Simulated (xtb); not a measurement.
Species: CH$_{4}$O$_{3}$Si, SMILES `O=C(O)[SiH2]O` (charge 0, multiplicity 1).

**Question.** Give a relaxed geometry from GFN2-xTB (xtb 6.7.1).

**Answer.** One answer among several that fit: the end point of this relaxation, one of several conformers (outside a Z-matrix the atoms follow the SMILES, hydrogens last).
Cartesian coordinates (Å) in one orientation:
```xyz
9

O      0.930     1.414     0.449
C      0.825     0.244     0.154
O      1.868    -0.587     0.200
Si    -0.833    -0.543    -0.407
O     -1.920     0.657    -0.378
H      2.671    -0.119     0.492
H     -0.677    -1.033    -1.771
H     -1.208    -1.572     0.555
H     -1.656     1.538    -0.114
```
